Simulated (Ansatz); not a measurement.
```yaml
atoms:
  - { symbol: C, position_ang: [0.0000, 0.5761, -1.1358] }
  - { symbol: C, position_ang: [0.0000, -0.5761, -1.1358] }
  - { symbol: C, position_ang: [0.0000, 1.3455, -0.1232] }
  - { symbol: C, position_ang: [0.0000, -1.3455, -0.1232] }
  - { symbol: C, position_ang: [0.0000, 0.6464, 0.9702] }
  - { symbol: C, position_ang: [0.0000, -0.6464, 0.9702] }
  - { symbol: H, position_ang: [0.0000, 2.3501, -0.1198] }
  - { symbol: H, position_ang: [0.0000, -2.3501, -0.1198] }
  - { symbol: H, position_ang: [0.0000, 1.1313, 1.8524] }
  - { symbol: H, position_ang: [0.0000, -1.1313, 1.8524] }
```

Basis set: cc-pVDZ (spherical functions). Frozen core: 6 orbitals. Charge 0, multiplicity 1.

Computed with Ansatz (development build ahead of 0.2.0); each method stands on the lowest determinant of its kind that the runs found. Restricted open shells among the atoms or ions are ROHF, correlated in semicanonical orbitals with singles.

**Question.** Give the atomization energy at this shape (free ground-state atoms in the same class of orbitals less the molecule, no zero-point energy) of singlet C₆H₄ by RHF-MP2, RHF.

**Answer.**

```tsv
method	atomization energy
RHF-MP2	4277.2 kJ/mol
RHF	3177.7 kJ/mol
```

Caution: no unrestricted run beside it, a lower state can exist; the shape is not the minimum.
